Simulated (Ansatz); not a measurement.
FH3O2SSi, SMILES O[Si](O)(S)F.

The structure is a stationary point at TPSSh-D3(BJ)/def2-SVP. Other conformers were not sampled.

Two levels are set side by side: PBE/def2-SVPD (Ansatz, a first-principles code) and PBE0/def2-SVPD (Ansatz). Energy differences of separate SCF runs at the same geometry; the states with an electron removed or added have multiplicity 2 and 2. Differences are taken from unrounded values.

```csv
quantity,PBE0,PBE,PBE minus PBE0
vertical ionisation energy (eV),10.42,10.13,-0.29
vertical singlet–triplet gap (eV),5.88,5.72,-0.16
```
